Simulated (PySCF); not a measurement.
**AsI3 at several levels of theory**

All levels use the PBE0 minimum (singlet; As–I 2.566 Å (×3); I–As–I 101.6° (×3)), basis [As def2-SVP, I def2-SVP with ECP28], scalar-relativistic core potentials, density fitting, no spin–orbit coupling, PySCF. For vertical energies the ionised species is a doublet (spins chosen at PBE0 and kept) and the electron-attached one a doublet. Atomisation goes to high-spin ground-configuration atoms, without zero-point energy. Open shells are unrestricted, also as the reference of the correlated levels. A dash marks a value that was not computed or is not defined at that level.

```csv
level,atomisation (kJ/mol),vertical IP (eV),vertical EA (eV),−ε(HOMO) (eV),gap (eV),dipole (D)
PBE0,643,9.19,1.43,7.49,4.44,0.64
HF,237,8.81,0.86,9.60,9.62,0.75
MP2,–,9.20,1.00,–,–,–
PBE,701,8.85,1.26,6.41,2.74,0.59
B3LYP,615,9.09,1.34,7.22,4.05,0.72
r2SCAN,–,9.11,1.46,6.78,3.08,0.62
TPSSh,654,9.07,1.38,6.98,3.55,0.63
r2SCANh,–,9.20,1.50,7.15,3.69,0.64
LC-wPBE,–,9.56,–,9.82,8.71,0.67
```

Without diffuse functions attachment energies tend to come out too low.
